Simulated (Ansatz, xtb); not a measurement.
# B3H7SSi: which of two structures lies lower

Structure I: `BSB(B)[SiH3]`, a singlet. Structure II: a singlet given by its coordinates. Both are isolated molecules in the gas phase, relaxed with r2SCAN-D4/def2-SVP; the shapes shown needn't be the lowest conformers.

I (Å):

```yaml
atoms:
  - { symbol: B, position_ang: [0.4132, 1.3150, -3.7961] }
  - { symbol: B, position_ang: [-0.9592, 1.0541, -1.3345] }
  - { symbol: B, position_ang: [0.5630, 0.8690, -0.7270] }
  - { symbol: S, position_ang: [-1.2582, 1.3085, -3.1156] }
  - { symbol: Si, position_ang: [-2.5780, 1.0655, -0.1105] }
  - { symbol: H, position_ang: [1.3641, 1.1549, -3.0680] }
  - { symbol: H, position_ang: [0.5375, 1.4816, -4.9815] }
  - { symbol: H, position_ang: [1.2075, 1.8039, -0.3048] }
  - { symbol: H, position_ang: [1.0649, -0.2275, -0.6073] }
  - { symbol: H, position_ang: [-2.3276, 0.3609, 1.1847] }
  - { symbol: H, position_ang: [-3.7816, 0.4596, -0.7609] }
  - { symbol: H, position_ang: [-2.8865, 2.4986, 0.2040] }
```

II (Å):

```xyz
12

B    -1.0698    0.9478    0.8478
B    -1.2304    0.4858   -2.8232
B     0.3560   -0.2098    0.2316
S     0.5214    1.6930    0.0649
Si    0.3825    0.2924   -1.6975
H    -2.0640    1.0657    0.1774
H    -1.0895    1.1247    2.0391
H     1.7312    0.2989   -2.3334
H    -2.2181    1.0395   -2.4159
H    -1.2490   -0.0135   -3.9224
H     1.1204   -0.8568    0.8922
H    -0.8718   -0.4001    0.6383
```

Close contacts (Å): B1–B3 1.94, B1–S4 1.92, B2–Si5 1.98, B3–S4 1.92, B3–Si5 1.99, S4–Si5 2.26, B1–H6 1.20, B1–H7 1.20, B1–H12 1.38, B2–H9 1.20, B2–H10 1.21, B3–H11 1.20, B3–H12 1.31, Si5–H8 1.49.

**Question.** Estimate E(II) − E(I) at the level CCSD(T)/def2-SVP + ΔMP2/def2-TZVPP.

**Answer.** Calculated at CCSD(T)/def2-SVP + ΔMP2/def2-TZVPP: E(II) − E(I) = −6.0 kcal/mol, so structure II lies lower.

The same difference at several levels:

```csv
level,geometry,E(II) − E(I) (kcal/mol),departure from the last row (kcal/mol),"job, with rough time for the two"
r2SCAN-D4/def2-SVP,r2SCAN-D4/def2-SVP,−8.5,−2.5,"optimisation, 46 s"
HF/def2-SVP,r2SCAN-D4/def2-SVP,+16.8,+22.7,part of the CCSD(T) run
MP2/def2-SVP,r2SCAN-D4/def2-SVP,−6.5,−0.5,part of the CCSD(T) run
CCSD(T)/def2-SVP,r2SCAN-D4/def2-SVP,−2.8,+3.2,single point
CCSD(T)/def2-SVP + ΔMP2/def2-TZVPP,r2SCAN-D4/def2-SVP,−6.0,,"single point, 12 s"
```

HF/def2-SVP puts the two in the other order. The largest departure from CCSD(T)/def2-SVP + ΔMP2/def2-TZVPP is that of HF/def2-SVP, 22.7 kcal/mol. Levels run at GFN2-xTB geometries aren't shown. The last row adds to CCSD(T) the change of the MP2 difference between the two basis sets, here −3.2 kcal/mol, a large step that makes the value less sure.

With harmonic frequencies from r2SCAN-D4/def2-SVP (ideal gas, rigid rotor, one conformer each, 298.15 K, 1 atm): on the last row, ΔE + ΔZPE = −2.8 kcal/mol. A mode under 50 cm⁻¹ makes harmonic enthalpies and free energies unreliable, so none is given.

The correlated steps freeze 13 core orbitals. Codes used: Ansatz 0.2.0; the last row on 2 threads of AMD EPYC 9R45 96-Core Processor (Zen 5) on a shared host.
